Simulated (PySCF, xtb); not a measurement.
Ga(H)(Cl)(Me) (CH₄ClGa), SMILES [CH3][GaH][Cl].

GFN2-xTB run with xtb at its own geometry gives an orbital gap of 4.77 eV and a dipole moment of 2.46 D.

Geometry: B3LYP-D3(BJ)/def2-SVP.

What does PBE/def2-TZVPD run with PySCF give? (An estimate is asked for; the answer gives what the named calculation found.)

gap 4.64 eV (levels -6.87 and -2.23 eV), dipole 2.57 D.
